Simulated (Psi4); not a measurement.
C4H8O2S, charge +1, doublet, geometry from GFN2-xTB (a state made from the parent by changing its charge; the spin is typed, not shown lowest); M06-2X/def2-SV(P) in Psi4 1.11.

Psi4 was given this input:
```
memory 2 GB

molecule mol {
1 2
O     1.584263    0.872446   -0.693856
S     0.628463    0.416110    0.252199
O     0.770927    0.686945    1.638983
C    -1.105100    0.929852   -0.314077
C    -1.575331   -0.322857   -0.992326
C    -1.159793   -1.488091   -0.105267
C     0.335480   -1.439423    0.005232
H    -1.606482    1.160658    0.624303
H    -1.014021    1.806102   -0.950928
H    -2.664867   -0.269815   -1.115316
H    -1.138806   -0.418676   -1.988929
H    -1.450467   -2.454982   -0.536148
H    -1.629892   -1.414502    0.877864
H     0.764195   -1.971513    0.850674
H     0.871880   -1.647044   -0.919095
symmetry c1
}

set {
  basis def2-sv(p)
  reference uks
}

energy('m06-2x')
print_variables()
```

Q: Predict the main parts of the log of this Psi4 run.

A: 
```
   => Loading Basis Set <=

    Name: DEF2-SV(P)
    Role: ORBITAL
    Keyword: BASIS

         ---------------------------------------------------------
                                   SCF
               by Justin Turney, Rob Parrish, Andy Simmonett
                          and Daniel G. A. Smith
                              UKS Reference
         ---------------------------------------------------------

  ==> Geometry <==

    Molecular point group: c1
    Full point group: C1

    Geometry (in Angstrom), charge = 1, multiplicity = 2:

       Center              X                  Y                   Z               Mass
    ------------   -----------------  -----------------  -----------------  -----------------
         O            1.519464831853     0.829542611298    -0.719859115232    15.994914619570
         S            0.563664831853     0.373206611298     0.226195884768    31.972071174400
         O            0.706128831853     0.644041611298     1.612979884768    15.994914619570
         C           -1.169898168147     0.886948611298    -0.340080115232    12.000000000000
         C           -1.640129168147    -0.365760388702    -1.018329115232    12.000000000000
         C           -1.224591168147    -1.530994388702    -0.131270115232    12.000000000000
         C            0.270681831853    -1.482326388702    -0.020771115232    12.000000000000
         H           -1.671280168147     1.117754611298     0.598299884768     1.007825032230
         H           -1.078819168147     1.763198611298    -0.976931115232     1.007825032230
         H           -2.729665168147    -0.312718388702    -1.141319115232     1.007825032230
         H           -1.203604168147    -0.461579388702    -2.014932115232     1.007825032230
         H           -1.515265168147    -2.497885388702    -0.562151115232     1.007825032230
         H           -1.694690168147    -1.457405388702     0.851860884768     1.007825032230
         H            0.699396831853    -2.014416388702     0.824670884768     1.007825032230
         H            0.807081831853    -1.689947388702    -0.945098115232     1.007825032230

  Running in c1 symmetry.

  Rotational constants: A =      0.12349  B =      0.06866  C =      0.06308 [cm^-1]
  Rotational constants: A =   3702.24984  B =   2058.45860  C =   1890.98368 [MHz]
  Nuclear repulsion =  430.009125162351836

  Charge       = 1
  Multiplicity = 2
  Electrons    = 63
  Nalpha       = 32
  Nbeta        = 31

  ==> Algorithm <==

  SCF Algorithm Type is DF.
  DIIS enabled.
  MOM disabled.
  Fractional occupation disabled.
  Guess Type is SAD.
  Energy threshold   = 1.00e-06
  Density threshold  = 1.00e-06
  Integral threshold = 1.00e-12

  ==> Primary Basis <==

  Basis Set: DEF2-SV(P)
    Blend: DEF2-SV(P)
    Number of shells: 60
    Number of basis functions: 118
    Number of Cartesian functions: 125
    Spherical Harmonics?: true
    Max angular momentum: 2

  ==> DFT Potential <==

   => LibXC <=

    Version 7.1.2
    S. Lehtola, C. Steigemann, M. J. T. Oliveira, and M. A. L. Marques,  SoftwareX 7, 1–5 (2018) (10.1016/j.softx.2017.11.002)

   => Composite Functional: M06-2X <=

    Hybrid M06-2X Meta-GGA XC Functional  (10.1007/s00214-007-0310-x)
    Y. Zhao and D. G. Truhlar,  Theor. Chem. Acc., 120, 215, 2008

    Deriv               =              1
    GGA                 =           TRUE
    Meta                =           TRUE

    Exchange Hybrid     =           TRUE
    MP2 Hybrid          =          FALSE

   => Exchange Functionals <=

    1.0000   XC_HYB_MGGA_X_M06_2X

   => Exact (HF) Exchange <=

    0.5400               HF

   => Correlation Functionals <=

    1.0000   XC_MGGA_C_M06_2X

   => LibXC Density Thresholds  <==

    XC_MGGA_C_M06_2X:  1.00E-12
    XC_HYB_MGGA_X_M06_2X:  1.00E-15

   => Molecular Quadrature <=

    Radial Scheme          =       TREUTLER
    Pruning Scheme         =           NONE
    Nuclear Scheme         =       TREUTLER

[...]
    Using symmetric orthogonalization.

  ==> Pre-Iterations <==

  SCF Guess: Superposition of Atomic Densities via on-the-fly atomic UHF (no occupation information).

   -------------------------
    Irrep   Nso     Nmo
   -------------------------
     A        118     118
   -------------------------
    Total     118     118
   -------------------------

  ==> Iterations <==

                           Total Energy        Delta E     RMS |[F,P]|

   @DF-UKS iter SAD:  -705.66895481579945   -7.05669e+02   0.00000e+00
   @DF-UKS iter   1:  -704.56175994983664    1.10719e+00   7.26169e-03 DIIS/ADIIS
   @DF-UKS iter   2:  -704.49126106841311    7.04989e-02   8.56378e-03 DIIS/ADIIS
   @DF-UKS iter   3:  -704.89565892004089   -4.04398e-01   1.03839e-03 DIIS/ADIIS
   @DF-UKS iter   4:  -704.90174068610042   -6.08177e-03   4.39557e-04 DIIS/ADIIS
   @DF-UKS iter   5:  -704.90306371137376   -1.32303e-03   6.49478e-05 DIIS
   @DF-UKS iter   6:  -704.90312906748511   -6.53561e-05   3.06125e-05 DIIS
   @DF-UKS iter   7:  -704.90314694230881   -1.78748e-05   1.06940e-05 DIIS
   @DF-UKS iter   8:  -704.90315139820370   -4.45589e-06   4.13301e-06 DIIS
   @DF-UKS iter   9:  -704.90315182460733   -4.26404e-07   1.69654e-06 DIIS
   @DF-UKS iter  10:  -704.90315190993806   -8.53307e-08   7.53852e-07 DIIS
  Energy and wave function converged.

  ==> Post-Iterations <==

   Electrons on quadrature grid:
      Nalpha   =   32.0000045817 ; deviation = 4.582e-06
      Nbeta    =   31.0000076872 ; deviation = 7.687e-06
      Ntotal   =   63.0000122688 ; deviation = 1.227e-05

   @Spin Contamination Metric:   8.155798802E-03
   @S^2 Expected:                7.500000000E-01
   @S^2 Observed:                7.581557988E-01
   @S   Expected:                5.000000000E-01
   @S   Observed:                5.000000000E-01

    Orbital Energies [Eh]
    ---------------------

    Alpha Occupied:

[...]
    Alpha Virtual:

[...]
    Beta Occupied:

[...]
      31A     -0.589367

    Beta Virtual:

[...]
    Final Occupation by Irrep:
              A
    DOCC [    31 ]
    SOCC [     1 ]
    NA   [    32 ]
    NB   [    31 ]

  @DF-UKS Final Energy:  -704.90315190993806

   => Energetics <=

    Nuclear Repulsion Energy =            430.0091251623518360
    One-Electron Energy =               -1805.4274052536125055
    Two-Electron Energy =                 702.7049919105170375
    DFT Exchange-Correlation Energy =     -32.1898637291944851
    Empirical Dispersion Energy =           0.0000000000000000
    VV10 Nonlocal Energy =                  0.0000000000000000
    Total Energy =                       -704.9031519099380603

  UHF NO Occupations:
  HONO-2 :   30  A 1.9990078
  HONO-1 :   31  A 1.9981693
  HONO-0 :   32  A 1.0000000
  LUNO+0 :   33  A 0.0018307
  LUNO+1 :   34  A 0.0009922
  LUNO+2 :   35  A 0.0008502
  LUNO+3 :   36  A 0.0000697

Computation Completed

Properties will be evaluated at   0.000000,   0.000000,   0.000000 [a0]

Properties computed using the SCF density matrix

 Multipole Moments:

 ------------------------------------------------------------------------------------
     Multipole            Electronic (a.u.)      Nuclear  (a.u.)        Total (a.u.)
 ------------------------------------------------------------------------------------

 L = 1.  Multiply by 2.5417464519 to convert [e a0] to [Debye]
 Dipole X            :          6.1479266           -7.8368431           -1.6889165
 Dipole Y            :          4.0705904           -5.1888381           -1.1182477
 Dipole Z            :          2.4671055           -3.1448867           -0.6777812
 Magnitude           :                                                    2.1359551

 ------------------------------------------------------------------------------------

  Variable Map:
  ----------------------------------------------------------------------------
[...]
  Array Variable Map:
  ----------------------------------------------------------------------------
[...]
[...]
```
